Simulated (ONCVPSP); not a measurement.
## tungsten (W): excitation energies, all-electron against ONCV

| Quantity | Value |
| --- | --- |
| Element | W |
| Generator | ONCVPSP 4.0.1 |
| Type | optimised norm-conserving Vanderbilt (ONCV) |
| Functional | PBE |
| Relativity | scalar-relativistic |
| Frozen core | [Kr] 4d10 4f14 |
| Valence charge | 14 |
| Reference configuration | 5s2 5p6 5d4 6s1.75 (charge +0.25) |
| Partial waves | 5s+6s: rc 1.60 bohr, ncon 4, nbas 8, qcut 6 1/bohr, 2 projectors; 5p: rc 1.35 bohr, ncon 4, nbas 7, qcut 6.9 1/bohr, 2 projectors, debl 3 Ha; 5d: rc 2.00 bohr, ncon 5, nbas 9, qcut 6.1 1/bohr, 2 projectors, debl 0.4 Ha |
| Local potential | polynomial inside 1.25 bohr (lpopt 5, dvloc0 3 Ha) |
| Core correction | none |

Energies are relative to the spin-unpolarised reference configuration 5s2 5p6 5d4 6s1.75; without spin polarisation the order of configurations can differ from experiment.

| valence configuration | charge | ΔE all-electron (eV) | error AE − PS (meV) |
| --- | --- | --- | --- |
| 5s2 5p6 5d4 6s2 | 0 | -1.620 | +0.6 |
| 5s2 5p6 5d4 6s1 | +1 | 7.264 | -1.9 |
| 5s2 5p6 5d4 6s0 6p1 | +1 | 12.717 | -1.2 |

(1) What are ΔE and the potential's error for 5s2 5p6 5d4 6s0?

## Answers

(1) ΔE = 22.944 eV all-electron; the error (AE − PS) is -0.9 meV.
